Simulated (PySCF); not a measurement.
F2H5NSi2, SMILES F[SiH](F)N[SiH3]. Atoms are numbered in the order given.

```xyz
10

Si     0.8605    -0.2875     0.0000
F      1.7652     0.1274    -1.2710
F      1.7652     0.1274     1.2710
N     -0.6183     0.5597     0.0000
Si    -2.2464    -0.0833     0.0000
H      0.6321    -1.7426     0.0000
H     -0.5443     1.5757     0.0000
H     -3.0044     0.3585     1.2089
H     -3.0044     0.3585    -1.2089
H     -2.1235    -1.5689     0.0000
```
Charge 0, spin multiplicity 1.

Geometry optimised at PBE0-D3(BJ)/def2-SVP. The values are those of a single conformer.

Method: TDDFT-PBE/def2-SVPD run with PySCF.

Vertical excitations. The molecule is in vacuum. State labels are in the subgroup Cs.

```csv
state,symmetry,energy (eV),λ (nm),f,main pairs
S1,A",6.18,201,0.006,HOMO→LUMO 99 %
S2,A",6.80,182,0.017,HOMO→LUMO+1 98 %
S3,A',7.16,173,0.006,HOMO→LUMO+2 97 %
S4,A",7.18,173,0.006,HOMO→LUMO+3 97 %
S5,A",7.39,168,0.001,HOMO→LUMO+4 98 %
S6,A",7.71,161,0.003,HOMO→LUMO+5 98 %
S7,A',7.87,158,0.005,HOMO−1→LUMO 97 %
S8,A',8.02,155,0.058,HOMO→LUMO+6 82 %
S9,A',8.22,151,0.102,HOMO−2→LUMO 84 %
S10,A",8.28,150,0.016,HOMO−3→LUMO 93 %
T1,A",5.88,211,0,HOMO→LUMO 100 %
T2,A',6.64,187,0,HOMO→LUMO+2 99 %
T3,A",6.65,187,0,HOMO→LUMO+1 97 %
T4,A",6.98,178,0,HOMO→LUMO+3 94 %
```
Triplets are in the Tamm–Dancoff approximation, which puts them higher than full response would, so one can lie above its singlet here.
